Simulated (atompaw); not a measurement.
## Reading a pseudo-wave (Hf (Z = 72))

Columns: radius, all-electron u(r) and pseudo u(r) of the 6p shell (level -1.37 eV) of hafnium in the configuration [Kr] 4d10 4f14 5s2 5p6 5d2 6s2 6p0; PBEsol, scalar-relativistic, PAW (atompaw) scheme, atompaw 4.2.0.5.

```tsv
r (bohr)	all-electron	pseudo
0.115	-0.0547	-0.0004
0.231	-0.0083	-0.0014
0.346	0.1042	-0.0029
0.462	0.0914	-0.0046
0.577	0.0073	-0.0060
0.692	-0.0834	-0.0066
0.808	-0.1513	-0.0058
0.923	-0.1879	-0.0031
1.038	-0.1966	0.0020
1.154	-0.1831	0.0100
1.269	-0.1539	0.0213
1.385	-0.1139	0.0363
1.500	-0.0679	0.0547
1.615	-0.0190	0.0766
1.731	0.0311	0.1019
1.846	0.0799	0.1299
1.962	0.1272	0.1604
2.077	0.1714	0.1921
2.192	0.2127	0.2246
2.308	0.2512	0.2573
2.423	0.2860	0.2888
2.538	0.3177	0.3187
2.654	0.3463	0.3466
2.769	0.3717	0.3717
2.885	0.3942	0.3942
3.000	0.4137	0.4137
```

**Question.** How many radial nodes do the two functions have?

**Answer.** The all-electron 6p function has n − l − 1 = 4 (the table is too coarse to show those close to the nucleus); the pseudo-wave has 1, since 1 lower shell of the same l stays in the valence.

**Question.** Is the pseudo-wave norm-conserving?

**Answer.** No, it belongs to a PAW set: the norm inside the radius is not constrained, and the difference is carried by the augmentation charge.
